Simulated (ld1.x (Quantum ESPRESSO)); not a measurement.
# Configuration tests for Al (PAW)

aluminium, PAW, made with ld1.x (Quantum ESPRESSO) 7.5 (PBE, non-relativistic). Core [He], reference 2s2 2p6 3s2 3p1. Waves: 2s (bound): rcut 0.90, rcutus 1.00 bohr; 3s (bound): rcut 0.90, rcutus 1.00 bohr; 2p (bound): rcut 0.90, rcutus 1.00 bohr; 3p (bound): rcut 0.90, rcutus 1.00 bohr. Local part: all-electron potential smoothed inside 1.00 bohr (lloc = -1). Core correction: Bessel-smoothed model core inside 0.95 bohr. Augmentation charge: PSQ, radius 0.65 bohr.

Energies are relative to the spin-unpolarised reference configuration 2s2 2p6 3s2 3p1; without spin polarisation the order of configurations can differ from experiment.

```
valence configuration  charge  ΔE all-electron (eV)  error AE − PS (meV)
      2s2 2p6 3s2 3p0      +1                 5.771                 +0.1
      2s2 2p6 3s1 3p0      +2                24.963                 +1.1
      2s2 2p6 3s0 3p0      +3                53.354                 -0.3
      2s2 2p6 3s1 3p2       0                 5.107                  0.0
      2s2 2p5 3s2 3p1      +1                82.858                  +36
      2s1 2p6 3s2 3p1      +1               120.241                  +31
```

Q: What are ΔE and the potential's error for 2s2 2p6 3s0 3p3?

A: ΔE = 10.383 eV all-electron; the error (AE − PS) is 0.0 meV.

Levels in the configuration 2s2 2p6 3s2 3p0:

```tsv
level	all-electron (eV)	pseudo (eV)
2s	-116.056	-116.052
2p	-78.034	-78.030
3s	-14.785	-14.784
```
